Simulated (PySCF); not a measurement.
**Correlation energy of Ca (calcium, neutral)**

[Ar] 4s1 4p1, high-spin 3P determinant (an excited configuration). All numbers are calculated (PySCF 2.14, no relativity, point nucleus, in def2-TZVPPD). Frozen: [Ne]; 10 electrons correlated.

```tsv
level	correlation energy (mhartree)
CCSD	-192.79
(T)	-2.94
CCSD(T)	-195.73
```

Diagnostics: T1 = 0.012, D1 = 0.0523, largest double amplitude 0.063.

Problem. Is a single reference adequate?

Solution. Yes: T1 lies below 0.03 and no double amplitude reaches 0.07.

This basis was not built for core-valence correlation, so the inner-shell part is incomplete.
